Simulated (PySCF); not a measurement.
Precursor series Zn Br-H. All species are isolated molecules in the gas phase.

The charge on the central atom (Mulliken) from two functionals at the same geometries (BP86-D3(BJ)/def2-SVP), both in PySCF: PBE-D3(BJ)/def2-TZVP and B3LYP-D3(BJ)/def2-TZVP. B3LYP has the VWN-RPA correlation part, as in Gaussian. 

```tsv
species	B3LYP-D3(BJ)/def2-TZVP (e)
0 of 2 Br replaced by H	0.51
1 of 2 Br replaced by H ([Zn(Br)(H)])	0.33
2 of 2 Br replaced by H ([Zn(H)2])	0.14
```

Task: What does PBE-D3(BJ)/def2-TZVP give for each?

Result: 
- 0 of 2 Br replaced by H: 0.46
- 1 of 2 Br replaced by H ([Zn(Br)(H)]): 0.26
- 2 of 2 Br replaced by H ([Zn(H)2]): 0.06
Over these rows, drawn at random from the members with no instability flagged (it was tested for open shells, ions and some series alone), PBE minus B3LYP-D3(BJ): mean -0.07 e, from -0.08 e to -0.05 e.
